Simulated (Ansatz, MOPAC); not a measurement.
Species: C4H9O, net charge 1, singlet state. SMILES: CCCC=[OH+]

Atoms: C1, C2, C3, C4, O5, H6, H7, H8, H9, H10, H11, H12, H13, H14. Bonds: C1-C2, C1-H6, C1-H7, C1-H8, C2-C3, C2-H9, C2-H10, C3-C4, C3-H11, C3-H12, C4-O5, C4-H13, O5-H14.

Bond lengths (Å) and angles (degrees) optimised at AM1 with MOPAC; PM6 with MOPAC; PBE/6-31G* with Ansatz (a quantum-chemistry and plane-wave program), each started from the B3LYP-D3(BJ)/def2-TZVP structure (Ansatz) of the last column. A row stands for all coordinates that are equal there; 13 of 25 kinds are shown. 6-31G* holds six Cartesian d functions. No wavenumbers were computed at PBE/6-31G*, so these may be saddle points.

```json
[
 {"coordinate": "C1-C2", "AM1": "1.507", "PM6": "1.520", "PBE/6-31G*": "1.534", "B3LYP-D3(BJ)/def2-TZVP": "1.526"},
 {"coordinate": "C1-H6", "AM1": "1.117", "PM6": "1.098", "PBE/6-31G*": "1.103", "B3LYP-D3(BJ)/def2-TZVP": "1.091"},
 {"coordinate": "C1-H7", "AM1": "1.118", "PM6": "1.103", "PBE/6-31G*": "1.101", "B3LYP-D3(BJ)/def2-TZVP": "1.089"},
 {"coordinate": "C2-C3", "AM1": "1.516", "PM6": "1.541", "PBE/6-31G*": "1.533", "B3LYP-D3(BJ)/def2-TZVP": "1.525"},
 {"coordinate": "C2-H9", "AM1": "1.115 to 1.123", "PM6": "1.106 to 1.111", "PBE/6-31G*": "1.104", "B3LYP-D3(BJ)/def2-TZVP": "1.092"},
 {"coordinate": "C3-C4", "AM1": "1.466", "PM6": "1.457", "PBE/6-31G*": "1.450", "B3LYP-D3(BJ)/def2-TZVP": "1.443"},
 {"coordinate": "C3-H11", "AM1": "1.136", "PM6": "1.132", "PBE/6-31G*": "1.120", "B3LYP-D3(BJ)/def2-TZVP": "1.107"},
 {"coordinate": "C4-O5", "AM1": "1.302", "PM6": "1.292", "PBE/6-31G*": "1.285", "B3LYP-D3(BJ)/def2-TZVP": "1.267"},
 {"coordinate": "C1-C2-C3", "AM1": "110.5", "PM6": "111.0", "PBE/6-31G*": "111.3", "B3LYP-D3(BJ)/def2-TZVP": "111.3"},
 {"coordinate": "C2-C3-C4", "AM1": "115.5", "PM6": "116.0", "PBE/6-31G*": "119.0", "B3LYP-D3(BJ)/def2-TZVP": "118.4"},
 {"coordinate": "C3-C4-O5", "AM1": "118.2", "PM6": "116.7", "PBE/6-31G*": "120.1", "B3LYP-D3(BJ)/def2-TZVP": "120.8"},
 {"coordinate": "C2-C1-H6", "AM1": "111.0", "PM6": "113.0", "PBE/6-31G*": "111.6", "B3LYP-D3(BJ)/def2-TZVP": "111.4"},
 {"coordinate": "C2-C1-H7", "AM1": "109.6", "PM6": "110.8", "PBE/6-31G*": "109.9", "B3LYP-D3(BJ)/def2-TZVP": "110.1"}
]
```

A range marks coordinates that this level makes unequal.

Mean signed difference of all 13 bond lengths from B3LYP-D3(BJ)/def2-TZVP: AM1 0.020 Å, PM6 0.018 Å, PBE/6-31G* 0.012 Å.
